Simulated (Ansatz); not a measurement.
Program: Ansatz. Geometries: PBE0-D4/def2-TZVP. ΔE: electronic, gas phase. CCSD(T)/CBS adds triple-zeta CCSD(T) − MP2 to the extrapolated MP2 energy (def2 sets, frozen cores). Functionals use def2-TZVPP. B3LYP here is the variant with VWN-RPA as its local correlation; programs differ in this. For Ge outer-core shells are correlated without core-valence functions, which leaves a few kJ/mol of doubt a bond. Scalar relativity is left out up to krypton. Each species was taken in one conformer, which may not be the lowest.

Consider the redistribution: `[CH3][Al]([NH2])[SiH2][SiH3]` + `B[S][GeH3]` → `[SiH3][SiH2][S][GeH3]` + `[BH2][Al]([CH3])[NH2]`.

| level | ΔE (eV) |
| --- | --- |
| PBE-D4 | 1.06 |
| B3LYP-D4 | 0.92 |
| ωB97X-V | 0.89 |
| B2PLYP | 0.95 |
| r2SCAN | 1.02 |
| PBE0 | 1.02 |
| B3LYP | 0.97 |
| HF/CBS(def2) | 0.74 |

Problem. What does CCSD(T)/CBS give? (Best estimate.)

Solution. The calculation gave: +0.88 eV. The listed levels differ from it by 0.18, 0.04, 0.01, 0.07, 0.14, 0.14, 0.09, -0.14 eV.

Largest T1 diagnostic among the species: 0.014.

From PBE to PBE0 (25 % exact exchange), in def2-TZVPP and without D4, ΔE moves by −0.07 eV. In def2-TZVPP, CCSD(T) changes the Hartree–Fock value by +0.18 eV (the triples alone add +0.04 eV) and MP2 by +0.17 eV. The D4 term adds −0.05 eV with B3LYP and −0.03 eV with PBE0; it sums over pairs of atoms, weighted by their polarisabilities, and B3LYP, whose exchange is more repulsive, gets the larger term.
